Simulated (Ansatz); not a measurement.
Born–Oppenheimer molecular dynamics of FGaH4 (6 atoms, charge 0, multiplicity 1). It starts at the highest image of a converged band, a first-order saddle point between two minima.

Theory: Ansatz 0.2.0, RKS B3LYP-D4/def2-SVP.

```
ensemble                      : NVE (velocity Verlet)
time step                     : 0.5 fs
steps asked                   : 200
starting velocities drawn for : 300 K
seed                          : 5278
```

First frame:

```xyz
6
Properties=species:S:1:pos:R:3
Ga 0.010 -0.149 -0.074
H 0.016 -0.014 1.707
H 1.429 0.162 -0.636
H -1.428 0.094 -0.617
F 0.060 -1.959 0.815
H 0.042 -1.045 1.558
```

**Question.** How far do the bonds stretch over the last three quarters of this one trajectory? (Pairs bonded in most of those frames.)

**Answer.** 
| bond | mean (Å) | spread (Å) | shortest | longest |
| --- | --- | --- | --- | --- |
| Ga1–H2 | 1.589 | 0.049 | 1.51 | 1.72 |
| Ga1–H3 | 1.575 | 0.006 | 1.56 | 1.59 |
| Ga1–H4 | 1.580 | 0.048 | 1.51 | 1.66 |
| F5–H6 | 0.939 | 0.020 | 0.91 | 0.99 |

Mean temperature of the second half: 552 K. The conserved energy stayed within 0.11 meV per atom of its start (net change 0.093 meV per atom), so the integration is sound. The kinetic energy rose, since the run started high on the potential surface and went downhill. It ends in pieces (FH + GaH3), so much of that is their flight and rotation, not heat. A run of 0.1 ps of so small a system gives no equilibrium averages. The orbitals stay closed-shell, which can raise the energy where a bond breaks towards radicals; this wasn't checked here.

Time of the run: 5.7 min on 1 thread of Arm Neoverse V1, with other jobs on the host, peak memory 0.12 GiB.
